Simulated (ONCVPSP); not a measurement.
cerium: variants of one ONCV potential

Base potential:

| Item | Value |
| --- | --- |
| Element | cerium |
| Generator | ONCVPSP 4.0.1 |
| Type | optimised norm-conserving Vanderbilt (ONCV) |
| Functional | LDA (Perdew-Zunger) |
| Relativity | scalar-relativistic |
| Frozen core | [Kr] 4d10 |
| Valence charge | 12 |
| Reference configuration | 4f1 5s2 5p6 5d1 6s1.75 6p0.25 |
| Partial waves | 5s+6s: rc 2.25 bohr, ncon 4, nbas 8, qcut 4.8 1/bohr, 2 projectors; 5p+6p: rc 2.65 bohr, ncon 3, nbas 6, qcut 6 1/bohr, 2 projectors; 5d: rc 3.40 bohr, ncon 4, nbas 9, qcut 3.9 1/bohr, 2 projectors, debl 2 Ha; 4f: rc 1.45 bohr, ncon 3, nbas 8, qcut 11.8 1/bohr, 2 projectors, debl 1.6 Ha |
| Local potential | polynomial inside 1.40 bohr (lpopt 5, dvloc0 6 Ha) |
| Core correction | Teter function, fcfact 4.75, rcfact 1.4 |

Cutoffs, loose and tight: the cutoffs (Ha) at which the residual kinetic energy of the hardest occupied pseudo-wave falls to 1 and 0.1 mHa per electron. They do not see the model core or the augmentation charge, which bear on the density cutoff. Test errors are all-electron minus pseudo excitation energies from the reference, over the configurations 4f1 5s2 5p6 5d1 6s2 6p0; 4f1 5s2 5p6 5d1 6s1 6p0; 4f1 5s2 5p6 5d1 6s0 6p0; 4f1 5s2 5p6 5d0 6s2 6p0. A dash means not determined; rows that change the core or the reference have their own tests. The largest error is taken over the tests solved by every variant that gives reliable tests at all: 4f1 5s2 5p6 5d1 6s0 6p0; 4f1 5s2 5p6 5d1 6s1 6p0; 4f1 5s2 5p6 5d1 6s2 6p0.

A true bound ghost makes a file unfit for plane-wave use even where its test errors are small: the radial tests pick states by their node count and pass the ghost by.

```csv
change,outcome,"cutoff, loose","cutoff, tight",bound ghosts,GHOST(+) flags above zero,largest test error (meV)
base,generated,57 Ha,62 Ha,none,"s, d",-5.8
"core correction Teter function, fcfact 7.5, rcfact 1.4",generated,57 Ha,62 Ha,none,"s, d",-6.0
"local potential polynomial inside 1.05 bohr (lpopt 5, dvloc0 0 Ha)",generated,57 Ha,62 Ha,"s, p, d",none,-5.5
"local potential polynomial inside 1.40 bohr (lpopt 5, dvloc0 7.5 Ha)",generated,57 Ha,62 Ha,none,s,-5.8
"core correction Teter function, fcfact 4.75, rcfact 1.74",generated,57 Ha,62 Ha,none,"s, d",-8.2
"reference 4f1 5s2 5p6 5d1 6s2; wave 5p+6p: rc 2.65 bohr, ncon 3, nbas 6, qcut 6 1/bohr, 2 projectors becomes 5p: rc 2.65 bohr, ncon 3, nbas 6, qcut 6 1/bohr, 2 projectors, debl 3 Ha",generated,57 Ha,62 Ha,none,s,+12 over the solved tests; 1 of 4 tests not solved or not reliable
"core correction polynomial model core, fcfact 0.45",generated,57 Ha,62 Ha,none,"s, d",-5.7
f: qcut 17.1,"failed: ERROR pspot: first pseudo wave function has node, program will stop",–,–,–,–,–
f: rc 1.94,generated,44 Ha,49 Ha,none,"s, d",-6.0
s: qcut 5.9; p: qcut 7.4; d: qcut 4.8; f: qcut 14.5,generated,72 Ha,81 Ha,none,s,-4.1
d: nbas 7,generated,57 Ha,62 Ha,d,s,-5.6
f: qcut 10.3,generated,48 Ha,55 Ha,none,"s, d",-5.9
```
